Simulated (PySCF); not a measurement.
Job file and geometry (Å, from GFN2-xTB) of a spin–spin coupling run on `C[C@@H]1[GeH2][C](F)(F)[Se]1`, C$_{3}$H$_{6}$F$_{2}$GeSe, B3LYP/pcJ-1 Ge:pcSseg-1 Se:pcSseg-1 indirect spin-spin coupling, non-relativistic, gas phase in PySCF; density fitting, a coarse starting grid and PySCF grid level 2 are the driver's defaults:

```
$ OMP_NUM_THREADS=1 python probes_run.py task.json out

{"job": {"kind": "j", "xc": "B3LYP", "basis": "pcJ-1"}, "charge": 0, "multiplicity": 1}
C      1.753451     0.381908    -0.500313
C      0.809977    -0.100388     0.585243
Ge    -0.767944    -1.144192    -0.090434
C     -1.784444     0.556800     0.249014
F     -2.056506     1.293411    -0.856678
F     -2.947394     0.476272     0.931523
Se    -0.327561     1.382481     1.332996
H      2.310743    -0.464151    -0.904449
H      1.198980     0.850677    -1.313584
H      2.462045     1.108875    -0.105805
H      1.364273    -0.550274     1.409777
H     -1.289819    -2.246053     0.791679
H     -0.730190    -1.544880    -1.546698
```

**Question.** What does the program print?

**Answer.** 
```
coarse grid: 55720 points
cycle   1  E = -4795.6096138854  dE = -9.135e-01  |g| = 1.351e+00  |ddm| = 3.367e+00
cycle   2  E = -4795.4095459150  dE =  2.001e-01  |g| = 1.640e+00  |ddm| = 1.431e+00
cycle   3  E = -4795.7460150280  dE = -3.365e-01  |g| = 3.233e-01  |ddm| = 1.073e+00
cycle   4  E = -4795.7633753981  dE = -1.736e-02  |g| = 1.099e-01  |ddm| = 2.777e-01
cycle   5  E = -4795.7653349867  dE = -1.960e-03  |g| = 2.443e-02  |ddm| = 9.793e-02
cycle   6  E = -4795.7654387171  dE = -1.037e-04  |g| = 7.086e-03  |ddm| = 2.727e-02
cycle   7  E = -4795.7654489361  dE = -1.022e-05  |g| = 2.008e-03  |ddm| = 7.828e-03
cycle   8  E = -4795.7654495179  dE = -5.818e-07  |g| = 5.083e-04  |ddm| = 1.738e-03
final grid: 115176 points
cycle   9  E = -4795.7653813075  dE =  6.833e-08  |g| = 8.752e-04  |ddm| = 1.868e-03
cycle  10  E = -4795.7653808518  dE =  4.557e-07  |g| = 1.595e-03  |ddm| = 2.090e-03
cycle  11  E = -4795.7653815057  dE = -6.539e-07  |g| = 7.969e-05  |ddm| = 1.364e-03
cycle  12  E = -4795.7653815065  dE = -8.840e-10  |g| = 1.228e-05  |ddm| = 7.283e-05
converged SCF energy = -4795.7653815065

Indirect spin-spin couplings (Hz)
  i      j    bonds     total        FC       PSO       DSO        SD
  0 C    1 C    1     34.013    34.559    -0.890     0.343         -
  0 C    3 C    3      0.513     0.495     0.004     0.015         -
  0 C    4 F    4     -1.907    -2.036     0.139     0.025    -0.036
  0 C    5 F    4      4.235     4.563     0.093    -0.379    -0.041
  0 C    7 H    1    129.448   127.435     1.151     0.862         -
  0 C    8 H    1    137.115   135.201     0.937     0.977         -
  0 C    9 H    1    138.340   136.478     0.991     0.872         -
  0 C   10 H    2     -1.407    -1.617     0.100     0.110         -
  0 C   11 H    3      2.860     3.315     0.213    -0.669         -
  0 C   12 H    3      0.957     0.886    -0.039     0.110         -
  1 C    3 C    2     10.056    10.070    -0.159     0.145         -
  1 C    4 F    3      6.251     6.789    -0.205    -0.069    -0.264
  1 C    5 F    3     15.503    18.224    -2.542    -0.326     0.147
  1 C    7 H    2      0.023    -0.421     0.156     0.289         -
  1 C    8 H    2     -5.626    -5.912    -0.079     0.366         -
  1 C    9 H    2     -4.956    -5.271     0.049     0.266         -
  1 C   10 H    1    158.559   156.786     0.112     1.660         -
  1 C   11 H    2      6.325     6.754     0.116    -0.545         -
  1 C   12 H    2      7.107     7.486     0.147    -0.526         -
  3 C    4 F    1   -407.776  -386.295   -29.550     1.714     6.355
  3 C    5 F    1   -407.678  -384.857   -30.350     1.690     5.839
  3 C    7 H    4     -0.460    -0.334     0.094    -0.219         -
  3 C    9 H    4      0.293     0.423     0.082    -0.212         -
  3 C   10 H    3     13.305    13.582    -0.024    -0.253         -
  3 C   11 H    2      6.212     6.430    -0.012    -0.205         -
  3 C   12 H    2      4.766     5.013     0.065    -0.312         -
  4 F    5 F    2    158.856    49.297    35.098     0.504    73.958
  4 F    7 H    5     -0.330    -0.287     0.707    -0.677    -0.073
  4 F    8 H    5      2.056     1.217    -0.631     1.462     0.009
  4 F    9 H    5      1.296     1.238     0.743    -0.568    -0.116
  4 F   10 H    4      8.837     9.242     1.538    -1.920    -0.022
  4 F   11 H    3     11.219    12.563     0.924    -2.526     0.259
  4 F   12 H    3     -1.140    -1.658     0.235     0.438    -0.155
  5 F    7 H    5      1.673     2.313     0.856    -1.505     0.009
  5 F    8 H    5      0.489     1.387     0.234    -1.116    -0.016
  5 F    9 H    5     -0.487     0.261     0.800    -1.525    -0.022
  5 F   10 H    4      1.542     2.938     0.340    -1.441    -0.294
  5 F   11 H    3      0.294    -0.524     0.421     0.526    -0.130
  5 F   12 H    3      3.140     3.900     0.985    -1.930     0.185
  7 H    8 H    2    -13.186   -14.002     2.565    -1.749         -
  7 H    9 H    2    -13.484   -14.139     2.732    -2.077         -
  7 H   10 H    3      4.031     3.303     0.356     0.371         -
  7 H   11 H    4     -0.883     0.370     0.548    -1.801         -
  7 H   12 H    4      0.528     0.018    -0.479     0.988         -
  8 H    9 H    2    -13.095   -13.938     2.538    -1.695         -
  8 H   10 H    3     17.000    16.475     2.556    -2.030         -
  8 H   11 H    4     -1.624     0.489     0.983    -3.097         -
  8 H   12 H    4      0.700    -0.015    -0.828     1.544         -
  9 H   10 H    3      5.874     5.150     0.297     0.427         -
  9 H   11 H    4      3.601     4.665     1.105    -2.169         -
  9 H   12 H    4     -0.495    -0.332     1.025    -1.188         -
 10 H   11 H    3      0.652     0.789    -0.036    -0.101         -
 10 H   12 H    3     -0.723     0.883     1.160    -2.766         -
 11 H   12 H    2     21.112    24.811     1.100    -4.799         -
```

Size and cost of the density-fitted run: 277 basis functions, 2.4 min wall time on 1 thread of an Arm Neoverse V1, shared host; peak memory 1.3 GiB.
